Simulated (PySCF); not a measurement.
C₃H₇FOSi, SMILES [SiH2](C)O/C=C\F. Coordinates come from a PBE-D3(BJ)/def2-SVP optimisation. The structure was generated by enumeration; whether it is a known compound was not checked. Other conformers were not sampled.

Computed equilibrium geometry at PBE-D3(BJ)/def2-SVP (PySCF confirms it by a frequency run) as Cartesian coordinates in Å (one conformer of several):
```xyz
13

C     -2.7648     0.1956     0.6409
Si    -1.3125    -0.9246     0.2802
O      0.0413     0.0872     0.0987
C      1.3336    -0.3335     0.0872
C      2.3408     0.3931    -0.4349
F      2.1547     1.5876    -1.0208
H     -2.6009     0.7656     1.5768
H     -2.9132     0.9178    -0.1866
H     -3.6935    -0.4007     0.7513
H     -1.0366    -1.8863     1.4094
H     -1.5267    -1.7180    -0.9821
H      1.5766    -1.3068     0.5539
H      3.3886     0.0559    -0.4072
```
Charge 0, spin multiplicity 1.
